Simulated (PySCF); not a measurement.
**Bonding in `CO/C(C)=C\C(=O)F`**

Compound: C5H7FO2.
Numbering: `[CH3:1][O:2]/[C:3]([CH3:4])=[CH:5]\[C:6](=[O:7])[F:8]` (hydrogens: H9, H10, H11 on C1; H12, H13, H14 on C4; H15 on C5)

Geometry (GFN2-xTB, Å), atoms numbered from 1 in this order:
```
atom  x, y, z in Å
C1    -0.623    1.907   -0.627
O2     0.324    0.970   -0.166
C3    -0.027   -0.294    0.066
C4    -1.438   -0.736   -0.161
C5     0.914   -1.165    0.509
C6     2.281   -0.794    0.744
O7     2.859    0.235    0.626
F8     2.994   -1.896    1.189
H9    -1.035    1.621   -1.600
H10   -0.076    2.842   -0.730
H11   -1.440    2.043    0.087
H12   -1.723   -0.581   -1.202
H13   -2.123   -0.164    0.464
H14   -1.544   -1.789    0.076
H15    0.651   -2.190    0.703
```

Bond orders from the PBE0/pcSseg-1 density (PySCF). Geometry: GFN2-xTB, one conformer, isolated molecule.

Task: Where do the orders between heavy atoms depart from those drawn in the SMILES?

Result: The largest departure is 0.437, at C3–C5 (drawn double, 1.563). Drawn single, order above 1.12: O2–C3 (1.142). Drawn double or triple, more than 0.30 short of the drawn order: C3–C5 (1.563).

Task: Give the Mayer order of every bond, beside its length.

Result: 
```json
{"bond": "C1–O2", "drawn as": "single", "length (Å)": "1.410", "Mayer order": "0.890"}
{"bond": "O2–C3", "drawn as": "single", "length (Å)": "1.332", "Mayer order": "1.142"}
{"bond": "C3–C4", "drawn as": "single", "length (Å)": "1.496", "Mayer order": "1.065"}
{"bond": "C3–C5", "drawn as": "double", "length (Å)": "1.357", "Mayer order": "1.563"}
{"bond": "C5–C6", "drawn as": "single", "length (Å)": "1.435", "Mayer order": "1.113"}
{"bond": "C6–O7", "drawn as": "double", "length (Å)": "1.186", "Mayer order": "2.069"}
{"bond": "C6–F8", "drawn as": "single", "length (Å)": "1.386", "Mayer order": "0.903"}
{"bond": "C1–H9", "drawn as": "single", "length (Å)": "1.094", "Mayer order": "0.957"}
{"bond": "C1–H10", "drawn as": "single", "length (Å)": "1.088", "Mayer order": "0.969"}
{"bond": "C1–H11", "drawn as": "single", "length (Å)": "1.094", "Mayer order": "0.957"}
{"bond": "C4–H12", "drawn as": "single", "length (Å)": "1.090", "Mayer order": "0.932"}
{"bond": "C4–H13", "drawn as": "single", "length (Å)": "1.090", "Mayer order": "0.932"}
{"bond": "C4–H14", "drawn as": "single", "length (Å)": "1.085", "Mayer order": "0.953"}
{"bond": "C5–H15", "drawn as": "single", "length (Å)": "1.076", "Mayer order": "0.962"}
```

Bonds between the same two heavy elements. C–O: lowest C1–O2 (0.890, 1.410 Å), highest C6–O7 (2.069, 1.186 Å). C–C: lowest C3–C4 (1.065, 1.496 Å), highest C3–C5 (1.563, 1.357 Å).

Task: Sum the orders of all bonds at each heavy atom with more than one neighbour and set the sums beside the valence in the SMILES.

Result: C1 3.773 (drawn 4), O2 2.032 (drawn 2), C3 3.770 (drawn 4), C4 3.882 (drawn 4), C5 3.638 (drawn 4), C6 4.085 (drawn 4). Orders between atoms that aren't bonded are not in these sums.

The Mayer order sums products of elements of PS (density times overlap matrix) between the two atoms' basis functions, so it depends on the basis set.
